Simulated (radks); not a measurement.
Results of a calculation; reference values are marked as such.
Task: Successive ionisation energies (eV) of one element, from differences of total energies of ions in their ground configurations, starting at charge 68: 8485.3, 8632.5, 19153.0, 19503.9, 19844.6, 20351, 20712, 21062, 23221, 23592. Code: a radial shooting solver on a logarithmic mesh with Libxc functionals. Model: scalar-relativistic Kohn-Sham, r2SCAN, spin-polarised, spherical densities, finite nucleus; open shells are filled with parallel spins first (spin-orbit coupling, left out, can overturn this in heavy ions); meta-GGA in the generalised Kohn-Sham scheme; Fermi nuclear charge, rms radius 5.4648 fm. Which element is it?

Result: Mercury (Z = 80). The first species listed is Hg68+ in [Ne] 3s2, the last Hg77+ in [He] 2s1.
